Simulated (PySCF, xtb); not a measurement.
HOSn, SMILES [Sn][OH] (connectivity only; charge and spin as stated), neutral, multiplicity 2.

Harmonic wavenumbers (cm⁻¹) from GFN2-xTB (xtb) at its own minimum, in rising order: 431, 583, 3640.

Problem. What does r2SCAN-D4/def2-TZVP (PySCF) give at its own minimum? (The exact figures need the calculation; the answer reports its results.)

Solution. 588, 717, 3808. Paired by order, the mean absolute difference is 153 cm⁻¹ and the zero-point energies are 6.7 and 7.3 kcal/mol.
